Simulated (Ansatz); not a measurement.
# Relaxing a trial structure of Cl2GaHNSi

The starting geometry of this gas-phase doublet was optimised with GFN2-xTB.

```xyz
6

Cl   -1.6806   -0.9501    0.5536
Cl    0.8718    0.3904    1.7454
Ga    0.8565   -1.6469    0.0310
N     0.4701    0.1988   -1.1415
Si   -0.4734    0.8427    0.0708
H     0.5739    0.5920   -2.0614
```

Predict what becomes of its bonds when it is optimised with PBE0-D3(BJ)/def2-SVP.

A new bond forms, giving a structure given below by its coordinates. Distances that change by over a tenth: Cl1–Ga3 (2.68 → 4.65 Å), Cl2–Ga3 (2.66 → 3.10 Å), Ga3–Si5 (2.82 → 3.17 Å). Contacts that close: Ga3–N4 (2.22 → 1.95 Å).

The energy falls by 0.84 eV over 16 steps:

```tsv
step	E − E(last) (eV)
1	0.842
3	0.446
4	0.298
6	0.125
8	0.037
9	0.027
11	0.003
13	0.000
14	0.000
16	0.000
```

Final geometry (Å):

```yaml
atoms:
  - { symbol: Cl, position_ang: [-2.3487, -0.0690, 0.5056] }
  - { symbol: Cl, position_ang: [0.7146, 0.1133, 1.9415] }
  - { symbol: Ga, position_ang: [2.0527, -1.1562, -0.5442] }
  - { symbol: N, position_ang: [0.4762, -0.1011, -0.9919] }
  - { symbol: Si, position_ang: [-0.4153, 0.6672, 0.2382] }
  - { symbol: H, position_ang: [0.1388, -0.0272, -1.9513] }
```

No frequencies were run, so the end isn't proven a minimum. Open shells are spin-unrestricted. Run with Ansatz 0.2.0, 51 s on 2 threads of Intel(R) Xeon(R) 6975P-C (Granite Rapids) (shared host).
